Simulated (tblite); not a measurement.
C₅H₁₁N₂Si (doublet state).
Cartesian coordinates in Å at the GFN2-xTB level; atoms count from 1:
```
atom  x, y, z in Å
C1     3.395   -1.704    0.084
C2     2.498   -0.695    0.098
C3     1.711    0.243    0.115
C4     0.708    1.260    0.118
Si5   -1.040    0.491   -0.125
C6    -1.534   -0.573    1.372
N7    -0.911   -0.354   -1.634
N8    -2.156    1.810   -0.179
H9     3.823   -2.051   -0.840
H10    3.706   -2.178    0.998
H11    0.733    1.810    1.059
H12    0.891    1.966   -0.693
H13   -2.496   -1.052    1.210
H14   -0.802   -1.355    1.546
H15   -1.610    0.017    2.278
H16   -1.686   -0.909   -1.960
H17   -0.045   -0.831   -1.831
H18   -2.067    2.485   -0.921
H19   -3.129    1.629    0.002
```

Structure optimised with GFN2-xTB, isolated species. This method treats the open shell by occupation alone, without spin polarisation.

Masses are those of the commonest isotopes; rigid-rotor values at the optimised geometry. The values belong to one conformer with, in the numbering `[CH2:1][C:2]#[C:3][CH2:4][Si:5]([CH3:6])([NH2:7])[NH2:8]`, C3–C4–Si5–C6 67°, C4–Si5–N7–H 175° and 38°, C4–Si5–N8–H 62° and -160°.

**Question.** What are A, B and C (GHz)?

**Answer.** Ia = 167.12, Ib = 585.51, Ic = 594.76 u·Å²; 505379 MHz·u·Å²/I gives 3024, 863.1 and 849.7 MHz, that is A = 3.0240, B = 0.8631, C = 0.8497 GHz.

**Question.** Classify the top.

**Answer.** A near-prolate asymmetric top: κ = (2 × 863.1 − 3024 − 849.7)/(3024 − 849.7) = -0.99.

**Question.** What does the inertial defect say?

**Answer.** Not planar: Δ = Ic − Ia − Ib = -157.87 u·Å². For a rigid frame Δ = −2 Σ m c², so Σ m c² = 78.93 u·Å² lies off the ab plane: 18.46 from hydrogen and 60.48 from heavier atoms. The atom farthest from that plane is 2.41 Å away.

**Question.** Estimate the classical rotational partition function at 25 K, 200 K and 298.15 K.

**Answer.** Point group C1, symmetry number σ = 1; q = (√π/σ)·√((kT/h)³/(ABC)), k/h = 20836.6 MHz/K: 14100 at 25 K, 320000 at 200 K, 583000 at 298.15 K.

For this open shell read J as N, the rotation without spin; fine and hyperfine splittings come on top. Its GFN2-xTB frequencies are all real (lowest 26 cm⁻¹). No vibrational averaging or centrifugal distortion is included, and the geometry carries the error of its method.

The numbers are calculated, not measured.
